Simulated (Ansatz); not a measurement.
Si(NCS)H3 (CH₃NSSi), 7 atoms. Hardware: 4 threads of Intel Xeon on a shared host.

Correlated methods freeze 12 core orbitals.

**Question.** How many basis functions does each of these Ansatz runs have, and roughly what does it cost? PBE-D4/def2-TZVP, charge 1 doublet at the geometry of the charge 0 singlet, energy, from earlier orbitals; PBE0-D4/def2-SVP, charge 1 doublet at the geometry of the charge 0 singlet, energy with a search over starts; PBE-D4/def2-SVP, charge 1 doublet, relaxation, 6 steps; LDA (SPW92)/def2-TZVP, charge 0 singlet, energy, from earlier orbitals; ωB97X-V/def2-TZVP, charge 0 singlet, energy, from earlier orbitals; r2SCAN0-D4/def2-TZVP, charge 0 singlet, energy, from earlier orbitals; CCSD(T)/def2-TZVPP, charge 0 singlet, energy, from earlier orbitals; r2SCAN-D4/def2-TZVP, charge 0 triplet at the geometry of the charge 0 singlet, energy, from earlier orbitals; PBE0-D4/def2-TZVP, charge 0 singlet, energy, from earlier orbitals; BLYP-D4/def2-TZVP, charge 0 singlet, energy, from earlier orbitals; r2SCAN-D4/def2-TZVP, charge 0 singlet, energy, from earlier orbitals; PBE0-D4/def2-TZVP, charge 0 triplet at the geometry of the charge 0 singlet, energy.

**Answer.** Other jobs shared the machine, so times can vary by a factor of up to 3. A dash marks memory too small to be measured apart from the calling script's.

| run | functions | fitting or Cholesky vectors | wall time | peak host memory (GiB) |
| --- | --- | --- | --- | --- |
| LDA (SPW92)/def2-TZVP, charge 0 singlet, energy, from earlier orbitals | 154 | 980 | 2.2 s | – |
| BLYP-D4/def2-TZVP, charge 0 singlet, energy, from earlier orbitals | 154 | 980 | 3.1 s | – |
| PBE0-D4/def2-TZVP, charge 0 singlet, energy, from earlier orbitals | 154 | 1006 | 3.5 s | – |
| r2SCAN-D4/def2-TZVP, charge 0 singlet, energy, from earlier orbitals | 154 | 980 | 4.4 s | – |
| r2SCAN0-D4/def2-TZVP, charge 0 singlet, energy, from earlier orbitals | 154 | 1006 | 4.7 s | – |
| ωB97X-V/def2-TZVP, charge 0 singlet, energy, from earlier orbitals | 154 | 990 | 8 s | – |
| PBE-D4/def2-TZVP, charge 1 doublet at the geometry of the charge 0 singlet, energy, from earlier orbitals | 154 | 980 | 30 s | – |
| PBE-D4/def2-SVP, charge 1 doublet, relaxation, 6 steps | 79 | 905 | 30 s | – |
| PBE0-D4/def2-TZVP, charge 0 triplet at the geometry of the charge 0 singlet, energy | 154 | 1006 | 37 s | 0.58 |
| CCSD(T)/def2-TZVPP, charge 0 singlet, energy, from earlier orbitals | 188 | 1103 | 39 s | 1.9 |
| r2SCAN-D4/def2-TZVP, charge 0 triplet at the geometry of the charge 0 singlet, energy, from earlier orbitals | 154 | 980 | 41 s | – |
| PBE0-D4/def2-SVP, charge 1 doublet at the geometry of the charge 0 singlet, energy with a search over starts | 79 | 767 | 74 s | – |
